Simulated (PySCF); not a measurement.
**Threshold energies of AsF in a plasma**

PBE0 in PySCF with def2-TZVPPD on every atom, for the lowest determinant that a PBE0 search found; no spin–orbit coupling.

```tsv
species	state (unpaired electrons)	Re (Å)	ωe (cm⁻¹)	energy of the minimum from the neutral (eV)	De (eV)	dissociates to
AsF	triplet (π ↑↑)	1.743	690	0.00	4.22	As + F
AsF⁺	doublet (π ↑)	1.660	839	9.51	4.68	As⁺ + F
AsF⁻	doublet (π ↑)	1.847	531	-0.70	1.67	As + F⁻
```

Question: Work out the lowest energy to break AsF into atoms, from its vibrational ground state.

Answer: D0 = De − ωe/2 = 4.22 − 0.04 = 4.18 eV (PBE0/def2-TZVPPD).

Question: Work out the ionisation energy of the As atom at this level and the threshold of dissociative ionisation.

Answer: IE(As) = 9.51 + 4.68 − 4.22 = 9.97 eV, so As⁺ + F + e⁻ appears at D0 + IE(As) = 14.15 eV (PBE0/def2-TZVPPD). The measured IE(As) is 9.789 eV (NIST ASD).

Question: Work out the electron affinity of the F atom and the threshold of dissociative attachment.

Answer: EA(F) = 4.22 − 1.67 − (-0.70) = 3.25 eV, so As + F⁻ needs D0 − EA(F) = 0.93 eV (PBE0/def2-TZVPPD). The measured EA(F) is 3.401 eV.

Question: At which energy does ion-pair formation open?

Answer: As⁺ + F⁻ lies at D0 + IE(As) − EA(F) = 10.90 eV (PBE0/def2-TZVPPD).

These are thermodynamic thresholds; the onsets seen under electron impact lie higher where the geometry changes, and cross-sections peak well above them.

Spin–orbit coupling is left out. For an ion De counts to the pair picked by the measured ionisation energies or electron affinities, which need not be the lowest pair at this level. The highest Kohn–Sham level is positive in this anion. Much of that is self-interaction error, but it also means that the finite basis helps to hold the extra electron. States were picked by a PBE0 search and need not be the measured ground states.
